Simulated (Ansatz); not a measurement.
GaH$_{5}$OSSi (`[OH][Ga]([SiH3])[SH]`). Total charge 0; spin multiplicity 1. Geometry: relaxed with PBE0-D4/def2-TZVP. It is one conformer, not always the lowest.

```xyz
9

O    -0.107    2.089   -0.103
Ga    0.108    0.375    0.361
Si   -0.374   -1.325   -1.253
S     0.810   -0.051    2.417
H     0.101    2.726    0.583
H    -0.144   -2.670   -0.663
H    -1.792   -1.223   -1.688
H     0.507   -1.159   -2.439
H     0.890    1.238    2.785
```

(1) What is the dipole moment at ωB97M-V/def2-TZVPP? (Best estimate.)

(2) And with PBE, r2SCAN, B3LYP? (Estimate.)

(3) Give the Mulliken charges with ωB97M-V, PBE, r2SCAN in def2-TZVPP. (An estimate is asked.)

Answers

(1) Computed: 0.41 D, with components (0.08, 0.30, 0.27) D in this frame, pointing from negative to positive charge.

(2) The calculation gave: PBE 0.51 D, r2SCAN 0.49 D, B3LYP 0.44 D.

(3) Ansatz gave: 
```csv
atom,ωB97M-V,PBE,r2SCAN
O1,-0.40,-0.36,-0.42
Ga2,0.44,0.42,0.49
Si3,-0.01,0.01,0.08
S4,-0.27,-0.26,-0.28
H5,0.15,0.17,0.18
H6,-0.01,-0.03,-0.05
H7,0.00,-0.03,-0.05
H8,0.00,-0.03,-0.05
H9,0.11,0.10,0.10
```

B3LYP here is the variant with VWN-RPA as its local correlation; programs differ in this.
